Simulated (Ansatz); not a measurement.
An input meant for Ga₅N₄H₁₆, a cluster cut from zinc blende GaN (hydrogen-capped) (charge 0, doublet).

```yaml
crystal:
  periodic: [false, false, false]
  atoms:
    - {symbol: N, position_ang: [-1.102745, -1.103783, 0.819376]}
    - {symbol: N, position_ang: [1.301865, -1.293610, -1.145231]}
    - {symbol: N, position_ang: [-1.297139, 1.289312, -1.149996]}
    - {symbol: N, position_ang: [1.100440, 1.105738, 0.819792]}
    - {symbol: Ga, position_ang: [-2.436408, -0.070145, -0.183944]}
    - {symbol: Ga, position_ang: [-0.067999, -2.431121, -0.191110]}
    - {symbol: Ga, position_ang: [0.000143, -0.000556, 2.062992]}
    - {symbol: Ga, position_ang: [2.435333, 0.074560, -0.184219]}
    - {symbol: Ga, position_ang: [0.063665, 2.432243, -0.189904]}
    - {symbol: H, position_ang: [-1.663753, -1.669556, 1.468397]}
    - {symbol: H, position_ang: [0.866646, -0.855877, -1.961349]}
    - {symbol: H, position_ang: [1.966394, -1.956954, -1.554224]}
    - {symbol: H, position_ang: [-1.957926, 1.949080, -1.570644]}
    - {symbol: H, position_ang: [-0.854426, 0.844430, -1.958167]}
    - {symbol: H, position_ang: [1.661030, 1.671647, 1.469052]}
    - {symbol: H, position_ang: [-3.103982, -0.932833, -1.339869]}
    - {symbol: H, position_ang: [-3.382186, 0.756941, 0.774499]}
    - {symbol: H, position_ang: [-0.927606, -3.086215, -1.356445]}
    - {symbol: H, position_ang: [0.751362, -3.387243, 0.763924]}
    - {symbol: H, position_ang: [0.963281, -0.961599, 2.878631]}
    - {symbol: H, position_ang: [-0.960845, 0.958062, 2.883843]}
    - {symbol: H, position_ang: [3.387142, -0.745557, 0.774370]}
    - {symbol: H, position_ang: [3.096094, 0.936418, -1.344683]}
    - {symbol: H, position_ang: [-0.762970, 3.382015, 0.765087]}
    - {symbol: H, position_ang: [0.924572, 3.094605, -1.350167]}
basis:
  gaussian: {orbitals: cc-pVDZ, fitting: {mean_field: def2-universal-jkfit}}
magnetization: {spin_polarized: true, initial_magnetization: 1}
hamiltonian: {xc: {name: M06-2X}}
scf: {omitted_lower_state_checks: [starts]}
```

```sh
$ ansatz run in.yaml --threads 2 --pin off --events-out ev --progress --plain --max-ram 22528MiB --backend cuda --devices 0, --max-vram 18GiB
```

Shortened log:

```
Error: YAML parse error: error: line 32 column 19: hamiltonian.xc: no functional is named "M06-2X"; the names, which are not case-sensitive, are SVWN5, SPW92, PBE, PBE0, PBEsol, revPBE, revPBE0, RPBE, rPW86-PBE, HSE06, wPBEh, LC-wPBE, HISS, HF, BLYP, B3LYP, B3LYP5, BHLYP, CAM-B3LYP, r2SCAN, r2SCANh, r2SCAN0, r2SCAN50, m-r2SCAN, B97, wB97, wB97X, wB97X-V, B97M-V, wB97M-V, B2PLYP, B2GP-PLYP, PBE0-DH, PBE-QIDH
30 |   gaussian: {orbitals: cc-pVDZ, fitting: {mean_field: def2-universal-jkfit}}
31 | magnetization: {spin_polarized: true, initial_magnetization: 1}
32 | hamiltonian: {xc: {name: M06-2X}}
33 | scf: {omitted_lower_state_checks: [starts]}
```

Q: Something in this input is off. What?

A: The method's name isn't one that the program takes here. The program refused the input.
